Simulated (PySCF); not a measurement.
First SCF of a structure search on doublet HWO2, at a hand-made trigonal pyramidal geometry. PySCF input:

```python
from pyscf import gto, scf, dft
mol = gto.M(atom='''
W      0.000000     0.000000     0.000000
O     -0.781400     1.353400     0.831000
O     -0.781400    -1.353400     0.831000
H      1.492200     0.000000     0.793400''',
    basis={'W': 'def2-TZVP', 'O': 'def2-TZVP', 'H': 'def2-TZVP'},
    ecp={'W': 'def2-TZVP'},
    charge=0, spin=1)
mf = dft.UKS(mol, xc='PBE0')
mf.grids.atom_grid = (50, 194)
aux = {'W': 'def2-universal-JKFIT', 'O': 'def2-universal-JKFIT', 'H': 'def2-universal-JKFIT'}
mf = mf.density_fit(auxbasis=aux)
mf.conv_tol = 1e-08
mf.diis_space = 10
mf.max_cycle = 60
mf.init_guess = 'minao'
mf.verbose = 4
mf.kernel()
```

Excerpt of the output (cycles alone):

```
init E= -198.123194373912
cycle= 1 E= -217.346537040019  delta_E= -19.2  |g|= 1.28  |ddm|= 5.69
cycle= 2 E= -204.287712654417  delta_E= 13.1  |g|= 4.77  |ddm|= 3.67
cycle= 3 E= -218.032194105126  delta_E= -13.7  |g|= 0.225  |ddm|= 3.23
cycle= 4 E= -218.046369623972  delta_E= -0.0142  |g|= 0.12  |ddm|= 0.265
cycle= 5 E= -218.051620047659  delta_E= -0.00525  |g|= 0.0582  |ddm|= 0.083
cycle= 6 E= -218.05287177803  delta_E= -0.00125  |g|= 0.0294  |ddm|= 0.0322
cycle= 7 E= -218.05340025758  delta_E= -0.000528  |g|= 0.00561  |ddm|= 0.0425
cycle= 8 E= -218.053477318875  delta_E= -7.71e-05  |g|= 0.00241  |ddm|= 0.0199
cycle= 9 E= -218.053516737044  delta_E= -3.94e-05  |g|= 0.00186  |ddm|= 0.0166
cycle= 10 E= -218.053539566499  delta_E= -2.28e-05  |g|= 0.000877  |ddm|= 0.0179
cycle= 11 E= -218.053543367955  delta_E= -3.8e-06  |g|= 0.000315  |ddm|= 0.00885
cycle= 12 E= -218.053543557009  delta_E= -1.89e-07  |g|= 9.6e-05  |ddm|= 0.00133
cycle= 13 E= -218.05354360737  delta_E= -5.04e-08  |g|= 3.66e-05  |ddm|= 0.000634
cycle= 14 E= -218.053543613749  delta_E= -6.38e-09  |g|= 1.81e-05  |ddm|= 0.0002
Extra cycle  E= -218.053543614134  delta_E= -3.85e-10  |g|= 3.63e-05  |ddm|= 4.38e-05
converged SCF energy = -218.053543614134  <S^2> = 0.75585698  2S+1 = 2.0058484
```

No lower solution of this spin was found from smeared starts or by a stability analysis within the unrestricted form.

With open d or f shells other occupations or spin states may lie lower. With an element this heavy the missing spin–orbit coupling can shift these numbers.

The search for the lowest solution, 3 starts and the stability check together, took 9.6 s on 4 threads of a shared Arm Neoverse V2 host, with 108 basis functions; the process peaked at 0.49 GiB.
